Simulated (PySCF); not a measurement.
GaFBr2, SMILES [Br][Ga]([Br])[F].

Coordinates come from a ωB97X-D3(BJ)/def2-SVP optimisation. The structure was generated by enumeration; whether it is a known compound was not checked.

Calculation: TDDFT-PBE/def2-SVPD in PySCF.

Vertical excitations. Gas-phase values at a fixed geometry. State labels are in the subgroup C2v.

Task: Give excitation energies, oscillator strengths and character. (Estimate from the structure and the level; the computed values follow.)

Result: 
```csv
state,symmetry,energy (eV),λ (nm),f,main pairs
S1,B2,4.69,264,0.010,HOMO→LUMO 99 %
S2,A2,4.86,255,0.000,HOMO−1→LUMO 100 %
S3,A1,5.04,246,0.022,HOMO−2→LUMO 99 %
S4,B1,5.26,236,0.019,HOMO−3→LUMO 100 %
S5,A2,5.44,228,0.000,HOMO→LUMO+1 100 %
S6,B1,5.76,215,0.001,HOMO−2→LUMO+1 100 %
S7,B2,5.80,214,0.002,"HOMO−1→LUMO+1 71 %, HOMO−4→LUMO 28 %"
S8,A1,6.32,196,0.015,HOMO−3→LUMO+1 91 %
S9,B2,6.39,194,0.206,"HOMO−4→LUMO 57 %, HOMO−1→LUMO+1 19 %, HOMO−6→LUMO 19 %"
S10,B1,6.75,184,0.015,HOMO−5→LUMO 99 %
T1,B2,4.38,283,0,HOMO→LUMO 100 %
T2,A2,4.58,270,0,HOMO−1→LUMO 100 %
T3,A1,4.70,264,0,HOMO−2→LUMO 100 %
T4,B1,4.90,253,0,HOMO−3→LUMO 99 %
```
Triplets are in the Tamm–Dancoff approximation, which puts them higher than full response would, so one can lie above its singlet here.
